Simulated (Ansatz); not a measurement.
Job for Ansatz (a quantum-chemistry and plane-wave program): U-wB97X-V/def2-TZVPP on BrCdH (SMILES [Br][CdH]), a point of a bond scan (R = 2.903 Å). Elements past Kr take the def2 small-core potentials; no spin–orbit coupling.

Ansatz 0.2 input:
```yaml
crystal:
  periodic: [false, false, false]
  atoms:
    - {symbol: Cd, position_ang: [-0.00000000, -0.00000000, -0.99780141]}
    - {symbol: H, position_ang: [0.00000000, 0.00000000, -3.90040485]}
    - {symbol: Br, position_ang: [0.00000000, 0.00000000, 1.44431142]}
basis:
  gaussian:
    orbitals: def2-TZVPP
hamiltonian:
  xc: {name: wB97X-V}
magnetization: {spin_polarized: true, initial_magnetization: 0}
```

It printed:

```
WARN ansatz: RAYON_NUM_THREADS=1 ignored (pool sized by the plan → 1); use --threads N
Functional definition: wB97X-V
integrals: 0.06 GiB planned
859 factors; their error is unknown
integrals: 0.09 GiB planned
131 factors; integrals over basis functions are off by at most 1.0e-4 eV
mean field: 0.80 GiB planned
mean field evaluation 1: about -74617.4852 eV, gradient 1.2e1 eV
mean field evaluation 2: about -74618.0655 eV, gradient 1.2e1 eV
mean field evaluation 4: about -74618.5482 eV, gradient 4.0e-1 eV
mean field evaluation 8: about -74618.8845 eV, gradient 2.4e-1 eV
mean field evaluation 16: about -74618.8846 eV, gradient 4.0e-5 eV
mean field evaluation 32: about -74607.0105 eV, gradient 1.5e1 eV
mean field evaluation 64: about -74618.7261 eV, gradient 6.4e-2 eV
mean field -74619.06180051 eV, -2742.1999425519 hartree, gradient 3.9e-5 eV, S^2 0.543022; 3 other end points of the search recorded, 0 dependent functions left out
reference -74619.06179975 eV, -2742.1999425240 hartree; 28, 28 occupied and 90, 90 virtual orbitals, 859 factors
Total energy: -74619.06179975 eV, -2742.1999425240 hartree
```

Self-consistency was reached. Its determinant has ⟨S²⟩ = 0.54, a mixture of spin states.

Cost: around 29 core-seconds (rough).
